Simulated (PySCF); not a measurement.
PySCF job for IrO₄, SMILES [O]=[Ir+](=[O])(=[O])=[O], charge +1, multiplicity 1, TDDFT-CAM-B3LYP/def2-SVPD. The structure is a stationary point at PBE0-D3(BJ)/def2-SVP. The multiplicity is an assumed one; other spin states were not compared. The def2 effective core potentials stand for the cores of Ir; spin–orbit coupling is left out.

```python
import numpy as np
from pyscf import gto, scf, dft, tdscf

mol = gto.M(
    atom='''
    Ir    0.00000000    0.00000000    0.00000000
    O    -0.97057329    0.97057329   -0.97057329
    O     0.97057329    0.97057329    0.97057329
    O     0.97057329   -0.97057329   -0.97057329
    O    -0.97057329   -0.97057329    0.97057329
    ''',
    basis='def2-SVPD',
    ecp={'Ir': 'def2-svp'},
    charge=1,
    spin=0,
    symmetry=True,
    max_memory=1600,
    verbose=4,
)
mf = dft.RKS(mol, xc='cam-b3lyp').density_fit(auxbasis='def2-universal-jkfit')
mf.grids.level = 3
mf.conv_tol = 1e-9
mf.max_cycle = 100
mf.kernel()
mf.grids = dft.Grids(mol).set(level=1).build(with_non0tab=True)  # coarser grid for the response kernel
td = tdscf.TDDFT(mf)
td.singlet = True
td.nstates = 10
td.conv_tol = 1e-4
td.positive_eig_threshold = 1e-6
td.kernel(x0=td.get_init_guess(mf, 15))
td.analyze()
tt = tdscf.TDA(mf)
tt.singlet = False
tt.nstates = 4
tt.conv_tol = 1e-4
tt.positive_eig_threshold = 1e-6
tt.kernel(x0=tt.get_init_guess(mf, 9))
tt.analyze(verbose=3)
```

It prints:

```
PySCF version 2.14.0

[INPUT] verbose = 4
[INPUT] num. atoms = 5
[INPUT] num. electrons = 48
[INPUT] charge = 1
[INPUT] spin (= nelec alpha-beta = 2S) = 0
[INPUT] symmetry True subgroup None
[INPUT] Mole.unit = angstrom
[INPUT] Symbol           X                Y                Z      unit          X                Y                Z       unit  Magmom
[INPUT]  1 Ir     0.000000000000   0.000000000000   0.000000000000 AA    0.000000000000   0.000000000000   0.000000000000 Bohr   0.0
[INPUT]  2 O     -0.970573290000   0.970573290000  -0.970573290000 AA   -1.834117701918   1.834117701918  -1.834117701918 Bohr   0.0
[INPUT]  3 O      0.970573290000   0.970573290000   0.970573290000 AA    1.834117701918   1.834117701918   1.834117701918 Bohr   0.0
[INPUT]  4 O      0.970573290000  -0.970573290000  -0.970573290000 AA    1.834117701918  -1.834117701918  -1.834117701918 Bohr   0.0
[INPUT]  5 O     -0.970573290000  -0.970573290000   0.970573290000 AA   -1.834117701918  -1.834117701918   1.834117701918 Bohr   0.0

nuclear repulsion = 245.264002390109
point group symmetry = Td, use subgroup D2
symmetry origin: [0. 0. 0.]
symmetry axis x: [ 1.00000000e+00  9.61481343e-17 -2.88444403e-16]
symmetry axis y: [-9.61481343e-17  1.00000000e+00  9.61481343e-17]
symmetry axis z: [ 2.88444403e-16 -9.61481343e-17  1.00000000e+00]
num. orbitals of irrep A = 34
num. orbitals of irrep B1 = 31
num. orbitals of irrep B2 = 31
num. orbitals of irrep B3 = 31
number of shells = 49
number of NR pGTOs = 192
number of NR cGTOs = 127
basis = def2-SVPD
ecp = {'Ir': 'def2-svp'}


[settings echo left out]
init E= -392.856148653049
HOMO (B3) = -0.748983165521021  LUMO (A) = -0.561269980125546  gap/eV = 5.10794
cycle= 1 E= -404.046011953808  delta_E= -11.2  |g|= 1.23  |ddm|= 8.38
HOMO (B2) = -0.660882889564299  LUMO (A) = -0.47135943875126  gap/eV = 5.15720
cycle= 2 E= -402.932532554912  delta_E= 1.11  |g|= 2.76  |ddm|= 2.76
HOMO (B1) = -0.700547639269933  LUMO (A) = -0.419987597335096  gap/eV = 7.63443
cycle= 3 E= -404.293856922947  delta_E= -1.36  |g|= 0.136  |ddm|= 2.07
HOMO (B1) = -0.715685818628546  LUMO (A) = -0.438487483364966  gap/eV = 7.54295
cycle= 4 E= -404.296880602533  delta_E= -0.00302  |g|= 0.0308  |ddm|= 0.135
HOMO (B1) = -0.70936327121501  LUMO (A) = -0.431251802321056  gap/eV = 7.56780
cycle= 5 E= -404.297055582557  delta_E= -0.000175  |g|= 0.00503  |ddm|= 0.0287
HOMO (B1) = -0.709687669663784  LUMO (A) = -0.431719413383009  gap/eV = 7.56390
cycle= 6 E= -404.297060925723  delta_E= -5.34e-06  |g|= 0.000508  |ddm|= 0.00397
HOMO (B1) = -0.70966963470732  LUMO (A) = -0.431755743043915  gap/eV = 7.56242
cycle= 7 E= -404.297061213769  delta_E= -2.88e-07  |g|= 0.000269  |ddm|= 0.00142
HOMO (B3) = -0.70966563604458  LUMO (A) = -0.431757978288009  gap/eV = 7.56225
cycle= 8 E= -404.297061257062  delta_E= -4.33e-08  |g|= 2.74e-05  |ddm|= 0.000722
HOMO (B1) = -0.70966513053804  LUMO (A) = -0.431758118350954  gap/eV = 7.56223
cycle= 9 E= -404.297061257418  delta_E= -3.56e-10  |g|= 2.5e-06  |ddm|= 5.6e-05
HOMO (B1) = -0.709665168217141  LUMO (A) = -0.431758039975481  gap/eV = 7.56224
Extra cycle  E= -404.29706125743  delta_E= -1.22e-11  |g|= 1.11e-06  |ddm|= 7.47e-06
converged SCF energy = -404.29706125743
tot grids = 29656
Overwritten attributes  positive_eig_threshold  of <class 'pyscf.tdscf.rks.TDDFT'>


******** <class 'pyscf.tdscf.rks.TDDFT'> for <class 'pyscf.df.df_jk.DFSymAdaptedRKS'> ********
nstates = 10 singlet
deg_eia_thresh = 1.000e-03
wfnsym = None
conv_tol = 0.0001
eigh lindep = 1e-12
eigh level_shift = 0
eigh max_cycle = 100


Excitation energies (eV)
[3.05680611 3.05680611 3.05680611 3.64662866 3.64662866 3.64662866
 3.87495526 3.87495526 3.87495526 4.80206186]

** Singlet excitation energies and oscillator strengths **
Excited State   1:   B2      3.05681 eV    405.60 nm  f=0.0000
      20 -> 26       -0.12536
      23 -> 25        0.68602
      23 -> 26       -0.11735
Excited State   2:   B1      3.05681 eV    405.60 nm  f=0.0000
      22 -> 25        0.44464
      22 -> 26        0.53544
Excited State   3:   B3      3.05681 eV    405.60 nm  f=0.0000
      21 -> 25       -0.11928
      24 -> 25       -0.24138
      24 -> 26        0.65279
Excited State   4:   B1      3.64663 eV    340.00 nm  f=0.0038
      19 -> 25        0.28369
      19 -> 26        0.34162
      22 -> 25        0.42208
      22 -> 26       -0.35050
Excited State   5:   B3      3.64663 eV    340.00 nm  f=0.0038
      21 -> 25       -0.15401
      21 -> 26        0.41649
      24 -> 25       -0.51458
      24 -> 26       -0.19028
Excited State   6:   B2      3.64663 eV    340.00 nm  f=0.0038
      20 -> 25       -0.43770
      23 -> 26        0.54078
Excited State   7:   B3      3.87496 eV    319.96 nm  f=0.0000
      21 -> 25        0.64796
      21 -> 26        0.23960
      24 -> 26        0.11803
Excited State   8:   B1      3.87496 eV    319.96 nm  f=0.0000
      19 -> 25       -0.53148
      19 -> 26        0.44135
Excited State   9:   B2      3.87496 eV    319.96 nm  f=0.0000
      20 -> 25        0.11648
      20 -> 26        0.68095
      23 -> 25        0.12404
Excited State  10:   B1      4.80206 eV    258.19 nm  f=0.0161
      18 -> 27       -0.12637
      19 -> 25        0.31598
      19 -> 26        0.38051
      20 -> 29       -0.11853
      21 -> 28       -0.11853
      22 -> 25       -0.28674
      22 -> 26        0.23811
      23 -> 29        0.19452
      24 -> 28        0.19452

** Transition electric dipole moments (AU) **
state          X           Y           Z        Dip. S.      Osc.
  1         0.0000     -0.0000     -0.0000      0.0000      0.0000
  2         0.0000      0.0000     -0.0000      0.0000      0.0000
  3        -0.0000     -0.0000     -0.0000      0.0000      0.0000
  4        -0.0000     -0.0000     -0.2072      0.0429      0.0038
  5         0.2072     -0.0000     -0.0000      0.0429      0.0038
  6         0.0000     -0.2072      0.0000      0.0429      0.0038
  7        -0.0000      0.0000      0.0000      0.0000      0.0000
  8         0.0000      0.0000     -0.0000      0.0000      0.0000
  9         0.0000     -0.0000     -0.0000      0.0000      0.0000
 10         0.0000      0.0000      0.3696      0.1366      0.0161

WARN: ECP detected. Skipping calculation of transition velocity and magnetic dipole moments, which have not yet been implemented.

Overwritten attributes  positive_eig_threshold  of <class 'pyscf.tdscf.rks.TDA'>


******** <class 'pyscf.tdscf.rks.TDA'> for <class 'pyscf.df.df_jk.DFSymAdaptedRKS'> ********
nstates = 4 triplet
deg_eia_thresh = 1.000e-03
wfnsym = None
conv_tol = 0.0001
eigh lindep = 1e-12
eigh level_shift = 0
eigh max_cycle = 100


Excitation energies (eV)
[2.26755193 2.26755193 2.26755193 2.70193734]

** Triplet excitation energies and oscillator strengths **
Excited State   1:   B1      2.26755 eV    546.78 nm  f=0.0000
Excited State   2:   B3      2.26755 eV    546.78 nm  f=0.0000
Excited State   3:   B2      2.26755 eV    546.78 nm  f=0.0000
Excited State   4:   B2      2.70194 eV    458.87 nm  f=0.0000
```

The run converged.

Cost: very roughly 2.1 core-minutes.
